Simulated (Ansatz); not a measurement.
## Counterpoise correction, worked out

The pair of HBr (SMILES Br, atoms 1–2) and N₂ (SMILES N#N, atoms 3–4), both closed shells, in one local arrangement (a lower one may exist), relaxed at PBE0-D4/def2-TZVP:

Br1  (0.008, 0.061, -2.551)
H2  (-0.002, 0.045, -1.129)
N3  (-0.003, -0.034, 1.296)
N4  (-0.003, -0.071, 2.384)
(Å)

Ansatz 0.2.0; basis: def2-TZVPPD; cores frozen in the correlated methods. Filled d shells of the heavier atoms are correlated. The def2 sets are not built for correlating such inner shells, so the correlated values are less sure here.

MP2 total energies in eV:

| system | geometry | basis functions | energy |
| --- | --- | --- | --- |
| pair | pair | all | -72998.78375 |
| HBr | as in the pair | all (partner as ghosts) | -70022.85396 |
| N₂ | as in the pair | all (partner as ghosts) | -2975.87764 |
| HBr | as in the pair | its own | -70022.83804 |
| N₂ | as in the pair | its own | -2975.86948 |
| HBr | free (PBE0-D4 minimum) | its own | -70022.83853 |
| N₂ | free (PBE0-D4 minimum) | its own | -2975.87102 |

Question: Work out the interaction energy with and without the counterpoise correction, the superposition error, and the binding energy from the relaxed fragments.

Answer: Without correction: -72998.78375 − (-70022.83804) − (-2975.86948) = -0.07623 eV.
With correction (each fragment in the whole basis): -72998.78375 − (-70022.85396) − (-2975.87764) = -0.05215 eV = -1.20 kcal/mol.
The superposition error is the difference, 0.02408 eV, 32 % of the uncorrected value: each fragment borrows its partner's functions.
Deformation from the free shapes: 0.00049 eV for HBr and 0.00154 eV for N₂.
Binding energy from relaxed fragments: -0.05215 + 0.00049 + 0.00154 = -0.05012 eV = -1.16 kcal/mol (electronic, without zero-point energy; negative means bound). For comparison, the corrected interaction energy by CCSD(T) at an estimated basis limit (MP2 extrapolated from triple and quadruple zeta, plus CCSD(T) − MP2 in triple zeta) is -0.048 eV.

T1 diagnostic: at most 0.014.

For scale, one of the runs: CCSD(T)/def2-TZVPPD, 148 basis functions, launched by `ansatz run in.yaml --threads 2 --pin off --events-out ev --progress --plain --max-ram 5222MiB`. The run took 8.5 s on 2 CPU threads of an AMD EPYC 9R14 (shared host), with 0.72 GiB of host memory at its peak.
